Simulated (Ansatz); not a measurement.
Reaction (hydrogenolysis of the Al–C bond): `[CH3][AlH][BH]O` + H₂ → `O[BH][AlH2]` + CH₄

Isolated molecules relaxed with PBE0-D4/def2-TZVP in Ansatz; ΔE leaves out vibrations. CBS: MP2 limit from def2 TZ/QZ plus the TZ coupled-cluster correction, frozen cores. This one scheme is used for every species. Functionals use def2-TZVPP. B3LYP here is the variant with VWN-RPA as its local correlation; programs differ in this. Each species was taken in one conformer, which may not be the lowest.

```
             level  ΔE (kcal/mol)  difference from CCSD(T)/CBS
       LDA (SPW92)           -6.6                          0.3
            PBE-D4           -6.6                          0.3
         revPBE-D4           -6.3                          0.6
           BLYP-D4           -7.3                         -0.4
         r2SCAN-D4           -6.7                          0.2
            B97M-V          -10.8                         -3.9
           PBE0-D4           -7.6                         -0.7
          B3LYP-D4           -8.2                         -1.3
        r2SCANh-D4           -7.1                         -0.2
        r2SCAN0-D4           -7.6                         -0.7
          BHLYP-D4           -9.6                         -2.7
      CAM-B3LYP-D4           -8.8                         -1.9
           ωB97X-V           -8.1                         -1.2
           ωB97M-V           -7.3                         -0.4
          PBE-QIDH           -7.9                         -1.0
            revPBE           -8.0                         -1.1
              BLYP           -9.1                         -2.2
            r2SCAN           -7.0                         -0.1
              PBE0           -8.4                         -1.5
             B3LYP           -9.6                         -2.7
           r2SCANh           -7.4                         -0.5
           r2SCAN0           -7.9                         -1.0
             BHLYP          -10.8                         -3.9
         CAM-B3LYP           -9.6                         -2.7
           LC-ωPBE           -8.4                         -1.5
RPA@PBE/def2-TZVPP           -7.7                         -0.8
       HF/def2-SVP          -15.7                         -8.8
      MP2/def2-SVP           -9.7                         -2.8
     CCSD/def2-SVP          -11.7                         -4.8
  CCSD(T)/def2-SVP          -11.0                         -4.1
     HF/def2-TZVPP          -13.9                         -7.0
    MP2/def2-TZVPP           -6.4                          0.5
SCS-MP2/def2-TZVPP           -7.9                         -1.0
   CCSD/def2-TZVPP           -8.7                         -1.8
CCSD(T)/def2-TZVPP           -7.6                         -0.7
     HF/def2-QZVPP          -13.8                         -6.9
    MP2/def2-QZVPP           -6.0                          0.9
SCS-MP2/def2-QZVPP           -7.6                         -0.7
      HF/CBS(def2)          -13.8                         -6.9
    CCSD/CBS(def2)           -8.1                         -1.2
       CCSD(T)/CBS           -6.9                            0
```

Q: What do rigid-rotor, harmonic-oscillator terms from PBE0-D4/def2-TZVP frequencies (298.15 K, 1 bar) make of the CCSD(T)/CBS value? (Best estimate.)

A: The calculation gave: ΔZPE = +3.4 kcal/mol, ΔH = -4.4 kcal/mol, ΔS = -1 J/(mol·K), ΔG = -4.4 kcal/mol. Modes under 50 cm⁻¹ make the entropy rough.

Largest T1 diagnostic among the species: 0.014.

From PBE to PBE0 (25 % exact exchange), in def2-TZVPP and without D4, ΔE moves by −1.0 kcal/mol. The D4 term adds +1.4 kcal/mol with B3LYP and +0.8 kcal/mol with PBE0; it sums over pairs of atoms, weighted by their polarisabilities, and B3LYP, whose exchange is more repulsive, gets the larger term. At CCSD(T), def2-SVP lies −4.0 kcal/mol from the extrapolated value and def2-TZVPP −0.6 kcal/mol.
